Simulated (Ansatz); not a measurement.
Ansatz results at the PBE0-D4/def2-TZVP geometry: HOMO energy (PBE/def2-TZVPP) -7.45 eV; LUMO energy (PBE/def2-TZVPP) -2.90 eV; HOMO–LUMO gap (B3LYP/def2-TZVPP) 6.40 eV.

Each molecule was computed in one conformer, which needn't be the lowest.

Q: Which molecule gave them?
A. `[NH]=[W](=[NH])([F])[Cl]`
B. `[NH2][W](=[O])(=[O])[OH]`
C. `[OH][W]([OH])([Cl])([Cl])([Cl])[Cl]`
D. `C[O][W](=[O])(=[O])[Cl]`

A: D. The others give `[NH]=[W](=[NH])([F])[Cl]`: -6.89, -2.74, 5.80; `[NH2][W](=[O])(=[O])[OH]`: -7.08, -2.18, 6.72; `[OH][W]([OH])([Cl])([Cl])([Cl])[Cl]`: -7.32, -5.19, 3.51.

B3LYP here is the variant with VWN-RPA as its local correlation; programs differ in this.
